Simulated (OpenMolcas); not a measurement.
Ag VIII: input and output

Input:

```
&GATEWAY
Coord
1

Ag 0.0 0.0 0.0
Basis=ANO-R2
Group=XYZ
NoMove
AngMom=0.0 0.0 0.0
AMFI
&SEWARD
* reference wave functions (RASSCF and RASSI steps not shown): 4 electrons in 10 orbitals (4d 5d)
>>> COPY JOB001 $Project.JobIph
&CASPT2
Multistate=5 1 2 3 4 5
Frozen=8 6
IPEA=0.25
Imaginary=0.1
MaxIter=60
WThr=0.0 0.3 0.05
PrWF=0.5
NoMix
>>> COPY JOB002 $Project.JobIph
&CASPT2
Multistate=45 1 2 3 4 5 6 7 8 9 10 11 12 13 14 15 16 17 18 19 20 21 22
23 24 25 26 27 28 29 30 31 32 33 34 35 36 37 38 39 40 41 42 43 44 45
Frozen=8 6
IPEA=0.25
Imaginary=0.1
MaxIter=60
WThr=0.0 0.3 0.05
PrWF=0.5
NoMix
>>> COPY JOB003 $Project.JobIph
&CASPT2
Multistate=49 1 2 3 4 5 6 7 8 9 10 11 12 13 14 15 16 17 18 19 20 21 22
23 24 25 26 27 28 29 30 31 32 33 34 35 36 37 38 39 40 41 42 43 44 45 46
47 48 49
Frozen=8 6
IPEA=0.25
Imaginary=0.1
MaxIter=60
WThr=0.0 0.3 0.05
PrWF=0.5
NoMix
```

Output, cut to the results:

```
--- CASPT2 ---
Orbital specifications:
      -----------------------

      Symmetry species                           1   2
                                                ag  au
      Frozen orbitals                            8   6
      Inactive orbitals                          1   3
      Active orbitals                           10   0
      Secondary orbitals                        17  20
      Deleted orbitals                           0   0
      Number of basis functions                 36  29
Type of calculation                        MS-CASPT2
      Fock operator                              state-specific
      IPEA shift                                 0.25
      Real shift                                 0.00
      Imaginary shift                            0.10
      The input orbitals will be transformed to quasi-canonical
Reference energy:       -5299.5955506586
      E2 (Non-variational):      -0.3272409981
      Shift correction:          -0.0000627077
      E2 (Variational):          -0.3273037058
      Total energy:           -5299.9228543645
      Residual norm:              0.0000006932
      Reference weight:           0.95883
      Contributions to the CASPT2 correlation energy
      Active & Virtual Only:         -0.0368571667
      One Inactive Excited:          -0.1725544203
      Two Inactive Excited:          -0.1178294110
Reference energy:       -5299.5955506586
      E2 (Non-variational):      -0.3272399992
      Shift correction:          -0.0000627064
      E2 (Variational):          -0.3273027056
      Total energy:           -5299.9228533642
      Residual norm:              0.0000006933
      Reference weight:           0.95883
      Contributions to the CASPT2 correlation energy
      Active & Virtual Only:         -0.0368570439
      One Inactive Excited:          -0.1725535092
      Two Inactive Excited:          -0.1178294461
::    CASPT2 Root  1     Total energy:  -5299.92285436
::    CASPT2 Root  2     Total energy:  -5299.92285336
::    CASPT2 Root  3     Total energy:  -5299.92287544
::    CASPT2 Root  4     Total energy:  -5299.92286172
::    CASPT2 Root  5     Total energy:  -5299.92287522
::    MS-CASPT2 Root  1     Total energy:  -5299.92289319
::    MS-CASPT2 Root  2     Total energy:  -5299.92288382
::    MS-CASPT2 Root  3     Total energy:  -5299.92287517
::    MS-CASPT2 Root  4     Total energy:  -5299.92285015
::    MS-CASPT2 Root  5     Total energy:  -5299.92281777
--- CASPT2 ---
Orbital specifications:
      -----------------------

      Symmetry species                           1   2
                                                ag  au
      Frozen orbitals                            8   6
      Inactive orbitals                          1   3
      Active orbitals                           10   0
      Secondary orbitals                        17  20
      Deleted orbitals                           0   0
      Number of basis functions                 36  29
Type of calculation                        MS-CASPT2
      Fock operator                              state-specific
      IPEA shift                                 0.25
      Real shift                                 0.00
      Imaginary shift                            0.10
      The input orbitals will be transformed to quasi-canonical
Reference energy:       -5299.4844374356
      E2 (Non-variational):      -0.3347453325
      Shift correction:          -0.0000656106
      E2 (Variational):          -0.3348109431
      Total energy:           -5299.8192483787
      Residual norm:              0.0000008926
      Reference weight:           0.95749
      Contributions to the CASPT2 correlation energy
      Active & Virtual Only:         -0.0358409104
      One Inactive Excited:          -0.1861151534
      Two Inactive Excited:          -0.1127892688
Reference energy:       -5299.4844374355
      E2 (Non-variational):      -0.3347150361
      Shift correction:          -0.0000656070
      E2 (Variational):          -0.3347806431
      Total energy:           -5299.8192180786
      Residual norm:              0.0000008896
      Reference weight:           0.95750
      Contributions to the CASPT2 correlation energy
      Active & Virtual Only:         -0.0358190914
      One Inactive Excited:          -0.1861352529
      Two Inactive Excited:          -0.1127606918
::    CASPT2 Root  1     Total energy:  -5299.81924838
::    CASPT2 Root  2     Total energy:  -5299.81921808
::    CASPT2 Root  3     Total energy:  -5299.81927241
::    CASPT2 Root  4     Total energy:  -5299.81922683
::    CASPT2 Root  5     Total energy:  -5299.81920766
::    CASPT2 Root  6     Total energy:  -5299.81922815
::    CASPT2 Root  7     Total energy:  -5299.81927859
::    CASPT2 Root  8     Total energy:  -5299.81924983
::    CASPT2 Root  9     Total energy:  -5299.81927178
::    CASPT2 Root 10     Total energy:  -5299.81922325
::    CASPT2 Root 11     Total energy:  -5299.81920081
::    CASPT2 Root 12     Total energy:  -5299.81202687
::    CASPT2 Root 13     Total energy:  -5299.81202391
::    CASPT2 Root 14     Total energy:  -5299.81202488
::    CASPT2 Root 15     Total energy:  -5299.80883845
::    CASPT2 Root 16     Total energy:  -5299.80909984
::    CASPT2 Root 17     Total energy:  -5299.80916332
::    CASPT2 Root 18     Total energy:  -5299.80923899
::    CASPT2 Root 19     Total energy:  -5299.80911941
::    CASPT2 Root 20     Total energy:  -5299.80898970
::    CASPT2 Root 21     Total energy:  -5299.80935286
::    CASPT2 Root 22     Total energy:  -5299.79915304
::    CASPT2 Root 23     Total energy:  -5299.79916193
::    CASPT2 Root 24     Total energy:  -5299.79923755
::    CASPT2 Root 25     Total energy:  -5299.79903875
::    CASPT2 Root 26     Total energy:  -5299.79918823
::    CASPT2 Root 27     Total energy:  -5299.79908513
::    CASPT2 Root 28     Total energy:  -5299.79915125
::    CASPT2 Root 29     Total energy:  -5299.79922547
...
```

Levels above the lowest, from the spin-orbit matrix with the single-state CASPT2 energies, averaged by term, on its diagonal:

```json
{"Configuration": "4d⁴", "Term": "⁵D", "J": "0", "E (cm⁻¹)": "0.0", "Measured (cm⁻¹)": "0.0", "Term weight %": "92", "Second": "7 ³P(1)"}
{"Configuration": "4d⁴", "Term": "⁵D", "J": "1", "E (cm⁻¹)": "1240", "Measured (cm⁻¹)": "1340", "Term weight %": "96", "Second": "4 ³P(1)"}
{"Configuration": "4d⁴", "Term": "⁵D", "J": "2", "E (cm⁻¹)": "3040", "Measured (cm⁻¹)": "3212", "Term weight %": "98", "Second": ""}
{"Configuration": "4d⁴", "Term": "⁵D", "J": "3", "E (cm⁻¹)": "5070", "Measured (cm⁻¹)": "5292", "Term weight %": "98", "Second": ""}
{"Configuration": "4d⁴", "Term": "⁵D", "J": "4", "E (cm⁻¹)": "7200", "Measured (cm⁻¹)": "7443", "Term weight %": "96", "Second": "4 ³F(1)"}
{"Configuration": "4d⁴", "Term": "³P(1)", "J": "0", "E (cm⁻¹)": "21700", "Measured (cm⁻¹)": "21309", "Term weight %": "84", "Second": "9 ¹S"}
{"Configuration": "4d⁴", "Term": "³H", "J": "4", "E (cm⁻¹)": "24030", "Measured (cm⁻¹)": "23302", "Term weight %": "69", "Second": "14 ³G"}
{"Configuration": "4d⁴", "Term": "³P(1)", "J": "1", "E (cm⁻¹)": "26730", "Measured (cm⁻¹)": "26526", "Term weight %": "93", "Second": "4 ³D"}
{"Configuration": "4d⁴", "Term": "³H", "J": "5", "E (cm⁻¹)": "26870", "Measured (cm⁻¹)": "26250", "Term weight %": "86", "Second": "14 ³G"}
{"Configuration": "4d⁴", "Term": "³G", "J": "3", "E (cm⁻¹)": "27570", "Measured (cm⁻¹)": "", "Term weight %": "51", "Second": "46 ³F(1)"}
{"Configuration": "4d⁴", "Term": "³F(1)", "J": "2", "E (cm⁻¹)": "28490", "Measured (cm⁻¹)": "28051", "Term weight %": "92", "Second": "5 ¹D(1)"}
{"Configuration": "4d⁴", "Term": "³H", "J": "6", "E (cm⁻¹)": "28820", "Measured (cm⁻¹)": "28185", "Term weight %": "92", "Second": "8 ¹I"}
{"Configuration": "4d⁴", "Term": "³F(1)", "J": "4", "E (cm⁻¹)": "30000", "Measured (cm⁻¹)": "", "Term weight %": "53", "Second": "24 ³H"}
{"Configuration": "4d⁴", "Term": "³P(1)", "J": "2", "E (cm⁻¹)": "32480", "Measured (cm⁻¹)": "32134", "Term weight %": "81", "Second": "18 ³D"}
{"Configuration": "4d⁴", "Term": "³F(1)", "J": "3", "E (cm⁻¹)": "33410", "Measured (cm⁻¹)": "", "Term weight %": "52", "Second": "46 ³G"}
{"Configuration": "4d⁴", "Term": "³G", "J": "4", "E (cm⁻¹)": "33530", "Measured (cm⁻¹)": "32698", "Term weight %": "60", "Second": "20 ³F(1)"}
{"Configuration": "4d⁴", "Term": "³G", "J": "5", "E (cm⁻¹)": "35670", "Measured (cm⁻¹)": "35077", "Term weight %": "86", "Second": "14 ³H"}
{"Configuration": "4d⁴", "Term": "³D", "J": "3", "E (cm⁻¹)": "37840", "Measured (cm⁻¹)": "36879", "Term weight %": "93", "Second": "3 ¹F"}
{"Configuration": "4d⁴", "Term": "³D", "J": "2", "E (cm⁻¹)": "39050", "Measured (cm⁻¹)": "38402", "Term weight %": "69", "Second": "15 ³P(1)"}
{"Configuration": "4d⁴", "Term": "³D", "J": "1", "E (cm⁻¹)": "39900", "Measured (cm⁻¹)": "39191", "Term weight %": "96", "Second": "3 ³P(1)"}
{"Configuration": "4d⁴", "Term": "¹I", "J": "6", "E (cm⁻¹)": "40790", "Measured (cm⁻¹)": "39744", "Term weight %": "92", "Second": "8 ³H"}
{"Configuration": "4d⁴", "Term": "¹G(1)", "J": "4", "E (cm⁻¹)": "44050", "Measured (cm⁻¹)": "43104", "Term weight %": "74", "Second": "13 ³F(1)"}
{"Configuration": "4d⁴", "Term": "¹S", "J": "0", "E (cm⁻¹)": "46100", "Measured (cm⁻¹)": "", "Term weight %": "89", "Second": "9 ³P(1)"}
{"Configuration": "4d⁴", "Term": "¹D(1)", "J": "2", "E (cm⁻¹)": "49860", "Measured (cm⁻¹)": "", "Term weight %": "77", "Second": "9 ³D"}
```

Against the 18 measured excited levels shown (Atoms 5, 11 (2017), spectra Ag VII to Ag IX) the mean absolute deviation is 550 cm-1; the largest miss in energy is 4d⁴ ¹I₆: computed 40790, measured 39744 cm⁻¹ (+2.6 %), and the largest in proportion 4d⁴ ⁵D₁ (-7.4 %).

Term energies are means over components that CASPT2 splits; among the terms shown or strongly mixed into the levels shown the widest spread is 180 cm-1 (4d⁴ ¹G(1)). Active for correlation alone: 5d; no level in the range computed is led by a configuration that fills it, so any true level of that kind is missing. Measured partners are found by configuration, term and J. A level has none where our copy of the source lacks it or the pairing is in doubt (some pairs that miss far off the trend of their configuration count as doubtful), and it then counts in no deviation. Levels of configurations outside the active space are missing. The first state left out of the spin-orbit step lies near 130000 cm-1 above the lowest spin-free state of the reference (among the parities and spins computed), and the list stops at four fifths of that energy or lower. The table shows the lowest 24 of 33 levels.

The term weight is that of the spin-free term in the level, not the purity of its configuration. A number in round brackets counts repeated terms of one configuration in the order of the reference energies.
